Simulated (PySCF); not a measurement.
# Two-component Hartree-Fock for Zr(19+) (zirconium, charge +19)

Start: [Ar] 3d3; 3d3/2 filled at m_j = -1/2, +1/2, +3/2. Calculated with PySCF 2.14 in an uncontracted even-tempered set (17 s from 2.1 bohr⁻², ratio 2.8; 12 p from 2.7 bohr⁻², ratio 2.8; 8 d from 2.7 bohr⁻², ratio 2.8; 4 f from 9.1 bohr⁻², ratio 3): generalised Hartree-Fock with the X2C-1e Hamiltonian and a Gaussian nucleus; one run each with spin-orbit coupling (SO) switched off, then screened by Boettger's factors.

```csv
spinor shell,electrons,"ε, spin-free (eV)","ε, screened SO (eV)",weight of nominal j (screened SO),"rms radius, screened SO (bohr)"
1s1/2,2,-18784.9,-18783.9,1.000,0.0426
2s1/2,2,-3257.7,-3257.3,1.000,0.175
2p1/2,2,-2974.6,-3036.9,0.996,0.153
2p3/2,4,-2974.6,-2944.6,0.998,0.157
3s1/2,2,-1029.7,-1029.5,1.000,0.452
3p1/2,2,-930.83,-950.90,0.856,0.445
3p3/2,4,-930.83,-921.03,0.928,0.453
3d3/2,3,-806.73,-807.31,0.744,0.412
```

| quantity | spin-free | screened SO |
| --- | --- | --- |
| E (hartree) | -3400.46272 | -3400.91087 |
| M_J | 3/2 | 3/2 |
| ⟨J²⟩ | 6.752 | 5.693 |
| ⟨L²⟩ | 12.001 | 11.647 |
| ⟨S²⟩ | 3.750 | 3.564 |

The determinant has a definite M_J but mixes levels of different J.

Each row is a mean over spinors that exchange with the open shell spreads, by up to 14.327 eV (3s1/2).

Rows whose weight is well below 1 are mixtures of j = l ± 1/2: exchange outweighs spin-orbit coupling there, and the label is only the starting occupation.

Breit and QED terms are absent; they matter most for the inner s and p1/2 levels.

Densities and radii are taken from the X2C orbitals without a picture-change correction, which distorts them close to the nucleus.

Without spin-orbit coupling the j labels of p, d and f shells carry no meaning; the spin-free column gives the mean over the occupied spinors of each nl shell, and its ⟨J²⟩ belongs to a mixture of degenerate components.
